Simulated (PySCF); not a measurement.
EPR parameters of C6H11S

Species: C₆H₁₁S (doublet state).
Z-matrix (Å and degrees, GFN2-xTB geometry), rows numbered from 1:
```
C 
C   1  1.3762
C   2  1.3761  1  122.24
C   2  1.5102  1  118.95  3   177.99
C   4  1.5251  2  109.49  1   -89.14
S   5  1.8224  4  113.28  2  -176.11
C   6  1.8156  5  100.38  4   -71.75
H   1  1.0751  2  121.07  3     0.49
H   1  1.0751  2  121.67  3   179.93
H   3  1.0748  2  121.09  1    -0.23
H   3  1.0744  2  121.47  1  -179.86
H   4  1.0910  2  110.28  1   151.00
H   4  1.0913  2  109.82  1    31.46
H   5  1.0910  4  111.27  2    62.04
H   5  1.0899  4  110.35  2   -58.97
H   7  1.0861  6  110.26  5    70.25
H   7  1.0848  6  106.53  5  -170.77
H   7  1.0864  6  109.36  5   -51.92
```

The hyperfine couplings belong to this conformer and change with its torsions.

As a line formula: `C(CC(=C)[CH2])SC` [radical].

Method: UKS B3LYP, pcH-1 on C H S, non-relativistic, mean-field spin-orbit, GIAO in PySCF 2.14.0. Isolated species at its GFN2-xTB geometry (one conformer only). Couplings are sensitive to structure, and on GFN2-xTB geometries they can be far from those on DFT ones. No stability test was run, so a lower SCF solution isn't excluded. ⟨S²⟩ is 0.777 where a pure state has 0.75.

```json
{
 "g1, g2, g3": "2.00221, 2.00280, 2.00282",
 "g_iso": "2.00261",
 "Form of g": "close to axial: the two nearest values differ by 3 % of g3 − g1",
 "⟨S²⟩": "0.7774 (exact 0.7500)",
 "α and β electrons": "32, 31",
 "HOMO–LUMO gap, α and β orbitals": "6.09, 3.62 eV"
}
```

Isotropic coupling and dipolar principal values T1 to T3, in MHz:

```
atom  isotope  a_iso  of which spin–orbit     T1     T2     T3  Mulliken spin population
  C1      13C   55.0                 -0.1  -52.3  -50.5  102.9                      0.69
  C2      13C  -48.6                  0.0  -29.3   11.9   17.4                     -0.27
  C3      13C   55.1                 -0.1  -52.5  -50.8  103.3                      0.69
  C4      13C    4.9                  0.0   -1.2    0.1    1.0                      0.01
  C5      13C  -14.5                  0.0   -1.6    0.6    1.0                      0.00
  S6      33S    0.1                  0.0   -0.7    0.3    0.4                      0.00
  C7      13C    0.2                  0.0   -0.1   -0.1    0.2                      0.00
  H8       1H  -40.0                  0.0  -21.8   -1.8   23.6                     -0.03
  H9       1H  -42.1                  0.0  -25.6   -0.3   25.9                     -0.03
 H10       1H  -40.2                  0.0  -21.9   -1.8   23.7                     -0.03
 H11       1H  -42.3                  0.0  -25.7   -0.3   26.0                     -0.03
 H12       1H   -5.8                  0.0   -2.1   -1.6    3.7                      0.00
 H13       1H   -5.8                  0.0   -2.1   -1.5    3.7                      0.00
 H14       1H    2.8                  0.0   -1.9   -1.1    3.1                      0.00
 H15       1H    2.2                  0.0   -2.1   -1.2    3.2                      0.00
 H16       1H   -0.2                  0.0   -0.5   -0.4    0.9                      0.00
 H17       1H   -0.3                  0.0   -0.3   -0.2    0.5                      0.00
 H18       1H    0.0                  0.0   -0.5   -0.5    0.9                      0.00
```

The largest Mulliken spin populations are on C3 (+0.69), C1 (+0.69) and C2 (-0.27). The positive populations add up to 1.40 and the negative ones to -0.40, together 2S = 1. The angles at C3 add up to 360.0°, so it is planar; its axial dipolar tensor and the negative couplings of its protons fit spin in a p orbital normal to that plane.

Under fast tumbling the dipolar parts average out, and these isotropic splittings remain: 1 × 1H (H11, I = 1/2, 2 lines) with 1.51 mT, 1 × 1H (H9, I = 1/2, 2 lines) with 1.50 mT, 1 × 1H (H10, I = 1/2, 2 lines) with 1.43 mT, 1 × 1H (H8, I = 1/2, 2 lines) with 1.43 mT, 2 × 1H (H12/H13, I = 1/2, 3 lines) with 0.21 mT and 2 × 1H (H14/H15, I = 1/2, 3 lines) with 0.09 mT.

Means are taken over nuclei equivalent by connectivity, which assumes that they swap fast. H8 and H9 aren't averaged: C1 is flat or nearly so (angle sum 360°), and its turn about the short C1–C2 bond (1.38 Å) is taken as slow.

The 13C coupling of C3 (55.1 MHz) shows only in satellite lines or after enrichment, since that isotope makes up about 1.07 % of natural carbon.

The spin density at the nucleus, in bohr⁻³, is negative for C2 (-0.0433), C5 (-0.0129) and H11 (-0.0095), for instance. A restricted open-shell determinant has no negative spin density anywhere; here it arises because α and β orbitals differ (spin polarisation).

Time: 1.7 min (grids of density and orbitals included); peak memory 0.97 GiB. Hardware: one thread of an Arm Neoverse V1, no GPU, shared host with 32 logical CPUs at a one-minute load of 20.
